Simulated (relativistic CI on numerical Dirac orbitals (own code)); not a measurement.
**Re²⁺: 5d valence photoemission**

Computed with this model: Dirac-Coulomb-Breit CI, KLI orbitals optimised for each configuration, QED by a radiative potential, valence Slater integrals scaled by 0.9, multiplet model of photoemission in the sudden approximation; configurations [Xe] 4f14 5d5 → [Xe] 4f14 5d4; 300 K; Lorentzian 0.21 eV and Gaussian 0.5 eV FWHM. Energies are those of the free ion, without screening or charge transfer. The energies are binding energies and can lie tens of eV above those of solids. S is read from ⟨S²⟩ = S(S + 1).

Field parameters in Wybourne normalisation: Oh B⁴₀ = 21Dq, B⁴₄ = √(5/14) B⁴₀. The field is a parameter set, without covalency.

free ion: ground-state S = 2.45, centroid 27.02 eV. Peaks (eV, height): 27.1 (100).

Oh, 10Dq = 5500 cm⁻¹: ground-state S = 2.44, centroid 27.02 eV. Peaks (eV, height): 26.5 (71), 27.3 (100).

Oh, 10Dq = 15250 cm⁻¹: ground-state S = 1.73, centroid 26.70 eV. Peaks (eV, height): 25.9 (100), 27.6 (63).

Oh, 10Dq = 24950 cm⁻¹: ground-state S = 0.62, centroid 26.81 eV. Peaks (eV, height): 26.4 (100), 27.7 (40).

Oh, 10Dq = 34700 cm⁻¹: ground-state S = 0.55, centroid 27.26 eV. Peaks (eV, height): 26.9 (100), 28.2 (38), 29.6 (6).

Oh, 10Dq = 44400 cm⁻¹: ground-state S = 0.53, centroid 27.73 eV. Peaks (eV, height): 27.3 (100), 28.7 (38), 30.2 (7).

Strongest unbroadened transitions for Oh, 10Dq = 15250 cm⁻¹:

```
Energy (eV)  Relative strength
      25.47               46.5
      25.80              100.0
      26.04               22.3
      26.12               50.6
      26.59               33.2
      26.68               14.0
      26.70               13.3
      27.37               31.5
      27.45               32.4
      27.58               10.8
      27.67                9.3
      27.80               25.6
      27.84               10.6
      28.03                6.2
      28.08               16.6
      28.34                3.0
      28.60                2.0
      28.66                4.1
```
